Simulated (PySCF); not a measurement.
**`CC(F)=C=C=C=CF`, C₆H₄F₂**

Geometry:
```
atom   x (Å)   y (Å)   z (Å)
  C1  -2.405  -0.402  -0.993
  C2  -1.641  -0.395   0.278
  F3  -2.389  -0.720   1.337
  C4  -0.359  -0.115   0.434
  C5   0.889   0.150   0.535
  C6   2.140   0.410   0.632
  C7   3.413   0.730   0.730
  F8   4.398  -0.157   0.626
  H9  -3.250   0.302  -0.928
 H10  -1.766  -0.125  -1.840
 H11  -2.827  -1.405  -1.170
 H12   3.781   1.747   0.904
```

Computed, not measured: PySCF, quadratic response CAM-B3LYP/aug-cc-pVDZ first hyperpolarisability, Taylor convention, gas phase. Geometry: PBE0-D3(BJ)/def2-SVP.

**Question.** Give the tensor of the second harmonic β(−2ω;ω,ω) at 1064 nm in the axes of these coordinates.

**Answer.** In au, Taylor convention; rows are the first index (the induced dipole):
```
       xx     yy     zz      xy     xz     yz
x  -100.0  -36.2  -39.1  -120.3  +13.2   +0.2
y  -110.3  -29.2  -21.7   -32.7   +0.2  +11.3
z    +6.4  +10.6   -2.0    -1.5  -35.2  -21.4
```
Norm of βᵢ = ⅓ Σⱼ (βᵢⱼⱼ + βⱼᵢⱼ + βⱼⱼᵢ): 239.8 au, hyper-Rayleigh value 101.1 au.
